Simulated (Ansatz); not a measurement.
Wavefunction ladder for `C[SiH](F)N[SiH](Cl)Cl`

```json
{"atom": "C1", "x (Å)": "1.4563", "y (Å)": "-1.6671", "z (Å)": "-0.4586"}
{"atom": "Si2", "x (Å)": "0.2017", "y (Å)": "-0.3752", "z (Å)": "-0.8787"}
{"atom": "F3", "x (Å)": "-0.7893", "y (Å)": "-1.0030", "z (Å)": "-1.9679"}
{"atom": "N4", "x (Å)": "-0.6839", "y (Å)": "0.0921", "z (Å)": "0.5257"}
{"atom": "Si5", "x (Å)": "-1.2373", "y (Å)": "1.6320", "z (Å)": "0.9939"}
{"atom": "Cl6", "x (Å)": "0.2632", "y (Å)": "2.7930", "z (Å)": "1.7674"}
{"atom": "Cl7", "x (Å)": "-1.9815", "y (Å)": "2.6257", "z (Å)": "-0.6243"}
{"atom": "H8", "x (Å)": "0.9832", "y (Å)": "-2.5404", "z (Å)": "-0.0012"}
{"atom": "H9", "x (Å)": "1.9790", "y (Å)": "-2.0041", "z (Å)": "-1.3565"}
{"atom": "H10", "x (Å)": "2.1952", "y (Å)": "-1.2711", "z (Å)": "0.2418"}
{"atom": "H11", "x (Å)": "0.7723", "y (Å)": "0.8547", "z (Å)": "-1.4679"}
{"atom": "H12", "x (Å)": "-0.8827", "y (Å)": "-0.6390", "z (Å)": "1.1959"}
{"atom": "H13", "x (Å)": "-2.2763", "y (Å)": "1.5023", "z (Å)": "2.0303"}
```

Charge 0, multiplicity 1. Geometry: relaxed with PBE0-D4/def2-TZVP. It is one conformer, not always the lowest. Frozen core, restricted reference, Ansatz. CBS rows extrapolate triple and quadruple zeta; past MP2 they add the triple-zeta difference.

```tsv
basis	HF (Eh)	MP2 corr.
def2-TZVPP	-1692.51872	-1.24706
def2-QZVPP	-1692.57239	-1.35686
```

(1) Estimate the CCSD correlation energy and the (T) correction in each basis where they were run (hartree).

## Answers

(1) 
```json
{"basis": "def2-TZVPP", "CCSD corr.": "-1.31317", "(T)": "-0.05053"}
{"basis": "CBS(def2)", "CCSD corr.": "-1.50431", "(T)": "as TZ"}
```
